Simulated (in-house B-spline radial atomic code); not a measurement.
PBE0 excitations of Ti4+

Method: PBE0. Computed with an all-electron radial atomic-structure program (B-spline basis): linear response of the closed shell [Ne] 3s2 3p6 with the functional's adiabatic kernel; scalar-relativistic (spin-free one-electron X2C), finite nucleus, no spin-orbit coupling, no double excitations, S, P, D and F terms only. Only terms of natural parity with L up to 3 were computed.

Command:
```bash
python run_td.py task.json out
```
Settings (radii: box in bohr, nucleus in fm):
```
Z                        22
electrons                18
configuration            [Ne] 3s2 3p6
hamiltonian              x2c
method                   pbe0
box_radius               19.1
rms_radius               3.5921
intervals                72
```

Cost of the run: 1.1 s on 1 thread of Arm Neoverse N1 (shared host).

The lowest states, in the order of their Tamm-Dancoff energies; the method's threshold (minus the highest occupied level) is 92.25 eV. Labels give the largest channel, * marks a mixed state, and oscillator strengths are full-response dipole values. Semilocal kernels can invert the small singlet-triplet splittings of Rydberg terms. Energies in eV:

```json
{"state": "3p → 3d 3P", "full response": "34.19", "Tamm-Dancoff": "34.32", "oscillator strength": "-"}
{"state": "3p → 3d 3F", "full response": "34.69", "Tamm-Dancoff": "34.91", "oscillator strength": "-"}
{"state": "3p → 3d 1F", "full response": "38.15", "Tamm-Dancoff": "38.16", "oscillator strength": "-"}
{"state": "3p → 3d 1P", "full response": "48.82", "Tamm-Dancoff": "50.87", "oscillator strength": "4.29"}
{"state": "3p → 4s 3P", "full response": "52.67", "Tamm-Dancoff": "52.69", "oscillator strength": "-"}
{"state": "3p → 4s 1P", "full response": "53.46", "Tamm-Dancoff": "53.60", "oscillator strength": "0.125"}
{"state": "3p → 4p 3S", "full response": "?", "Tamm-Dancoff": "?", "oscillator strength": "-"}
{"state": "3p → 4p 3D", "full response": "59.18", "Tamm-Dancoff": "59.21", "oscillator strength": "-"}
{"state": "3p → 4p 1D", "full response": "59.68", "Tamm-Dancoff": "59.69", "oscillator strength": "-"}
{"state": "3s → 3d 3D", "full response": "?", "Tamm-Dancoff": "?", "oscillator strength": "-"}
{"state": "3p → 4p 1S", "full response": "62.29", "Tamm-Dancoff": "62.51", "oscillator strength": "-"}
{"state": "3s → 3d 1D", "full response": "65.72", "Tamm-Dancoff": "65.83", "oscillator strength": "-"}
{"state": "3p → 4d 3P", "full response": "68.70", "Tamm-Dancoff": "68.72", "oscillator strength": "-"}
{"state": "3p → 4d 3F", "full response": "68.88", "Tamm-Dancoff": "68.89", "oscillator strength": "-"}
{"state": "3p → 4d 1F", "full response": "69.19", "Tamm-Dancoff": "69.19", "oscillator strength": "-"}
{"state": "3p → 4d 1P", "full response": "70.08", "Tamm-Dancoff": "70.32", "oscillator strength": "0.000405"}
{"state": "3p → 5s 3P", "full response": "72.77", "Tamm-Dancoff": "72.77", "oscillator strength": "-"}
{"state": "3p → 5s 1P", "full response": "72.98", "Tamm-Dancoff": "72.99", "oscillator strength": "0.0601"}
{"state": "3p → 5p 3S", "full response": "74.95", "Tamm-Dancoff": "74.97", "oscillator strength": "-"}
{"state": "3p → 4f 3D", "full response": "74.99", "Tamm-Dancoff": "74.99", "oscillator strength": "-"}
{"state": "3p → 5p 3D", "full response": "75.26", "Tamm-Dancoff": "75.26", "oscillator strength": "-"}
{"state": "3p → 4f 1D*", "full response": "75.29", "Tamm-Dancoff": "75.30", "oscillator strength": "-"}
```

(1) Where does 3s → 3d 3D lie?

(2) Where does 3p → 4p 3S lie?

(3) How large is the singlet-triplet splitting of 3p → 3d (F terms) in Tamm-Dancoff?

(4) What polarisabilities and dispersion coefficient does the method give?

Answers

(1) At 61.60 eV in full response, 61.65 eV in Tamm-Dancoff.

(2) At 58.49 eV in full response, 58.52 eV in Tamm-Dancoff.

(3) 3.25 eV, from the unrounded values.

(4) Dipole 1.486 bohr³, quadrupole 1.935 bohr⁵, C6 3.225 hartree·bohr⁶ for two such species.
